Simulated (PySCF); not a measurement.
Two species compared at the same levels of theory.

First species: C₆H₃F₃.
SMILES: `c1(cc(F)c(F)cc1)F`

Second species: C₄H₃NO₂S.
Atom-mapped SMILES: `[NH2:1][C:2](=[S:3])[C:4]#[C:5][C:6](=[O:7])[OH:8]` (hydrogens: H9, H10 on N1; H11 on O8)

Levels: PBE0/pcSseg-1 for dipole moment, HOMO energy, LUMO energy and HOMO–LUMO gap; GFN2-xTB for rotational constant A and rotational constant C. Geometries: GFN2-xTB. Each species is one conformer at its optimised geometry, gas phase, non-relativistic unless stated. Electronic properties by PySCF.

The conformers computed, where there is a choice (atom-mapped SMILES and torsion angles):
- `[NH2:1][C:2](=[S:3])[C:4]#[C:5][C:6](=[O:7])[OH:8]`: H–N1–C2–S3 178°, H–N1–C2–S3 0°, H–O8–C6–C5 180°

| property | column X | column Y |
| --- | --- | --- |
| dipole moment | 1.45 D | 2.50 D |
| HOMO energy | -7.43 eV | -6.65 eV |
| LUMO energy | -0.97 eV | -2.78 eV |
| HOMO–LUMO gap | 6.46 eV | 3.87 eV |
| rotational constant A | 3.060 GHz | 4.135 GHz |
| rotational constant C | 0.905 GHz | 0.622 GHz |

Which column belongs to which species?

Column X is the first species and column Y the second. The first has 12 atoms and 66 electrons, the second 11 and 66.

How does each property change from the first species to the second?

dipole moment +1.05 D; HOMO energy +0.78 eV; LUMO energy -1.81 eV; HOMO–LUMO gap -2.59 eV; rotational constant A +1.075 GHz; rotational constant C -0.283 GHz.

On the first: The dipole matches unit charges of opposite sign 0.30 Å apart (1 e·Å = 4.8032 D).

On the second: A dipole of 2.50 D is allowed in C1, and pure rotational transitions are dipole-allowed. In atomic units the dipole is 0.99 e·bohr (1 au = 2.5417 D).
